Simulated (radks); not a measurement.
The numbers below are computed, except where a source is named.
Valence configurations of the molybdenum ion Mo+ (all share [Kr]). Level of theory: Dirac Kohn-Sham, PBE, spin-unpolarised, spherical densities, finite nucleus; open shells are shared between the two j in proportion to 2j + 1; Fermi nuclear charge, rms radius 4.4091 fm (a radial shooting solver on a logarithmic mesh with Libxc functionals). Energies are relative to 4d5; eigenvalues in eV.

valence          E (eV)  e(4d3/2)  e(4d5/2)  e(5p1/2)  e(5p3/2)  e(5s1/2)
4d5               0.000   -10.544   -10.329         -         -         -
4d4 5s1           1.173   -12.908   -12.671         -         -   -10.973
4d4 5p1           5.484   -14.011   -13.768    -7.479    -7.266         -
4d3 5s2           3.654   -15.538   -15.276         -         -   -12.180
4d3 5p2          13.136   -17.648   -17.377    -8.843    -8.585         -
4d4.5 5p0.5       2.486   -12.248   -12.019    -6.767    -6.575         -
4d3 5s1 5p1       8.348   -16.618   -16.352    -8.289    -8.040   -12.867
4d2 5p3          23.178   -21.381   -21.082   -10.110    -9.803         -
4d4.5 5s0.5       0.436   -11.688   -11.461         -         -   -10.388
4d3.5 5s1 5p0.5   4.475   -14.748   -14.497    -7.582    -7.356   -11.932

NIST lists [Kr] 4d5 as the ground configuration; this level of theory agrees among the configurations tried. The energies are those of spherical spin-averaged densities, not of single terms.
